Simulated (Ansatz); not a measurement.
Mulliken charges of CH$_{4}$N$_{2}$OSi, SMILES `N#CN[SiH2]O` from PBE/def2-TZVPP in Ansatz (PBE0-D4/def2-TZVP geometry).

| atom | x (Å) | y (Å) | z (Å) | charge (e) |
| --- | --- | --- | --- | --- |
| N1 | 2.575 | -0.466 | 1.136 | 0.012 |
| C2 | 1.786 | -0.252 | 0.319 | -0.179 |
| N3 | 0.843 | -0.028 | -0.593 | -0.198 |
| Si4 | -0.866 | -0.232 | -0.273 | 0.427 |
| O5 | -1.567 | 1.048 | 0.461 | -0.329 |
| H6 | 1.163 | 0.459 | -1.418 | 0.177 |
| H7 | -1.496 | -0.329 | -1.602 | -0.053 |
| H8 | -0.953 | -1.450 | 0.561 | -0.055 |
| H9 | -1.396 | 1.204 | 1.391 | 0.198 |

Problem. By hand: the dipole of these point charges (1 e Å = 4.8032 D).

Solution. Σ q r = (-0.249, 0.018, -0.116) e Å, of length 0.275 e Å = 1.32 D.

Problem. How does the dipole of the full density compare? (An estimate is asked.)

Solution. Computed: (-0.549, 0.206, -0.401) e Å, 3.41 D; the point charges give 0.39 times that, at 17° from its direction.

Point charges leave out the atoms' own dipoles, such as those of lone pairs, and Mulliken's split depends on the basis, so the two needn't agree.
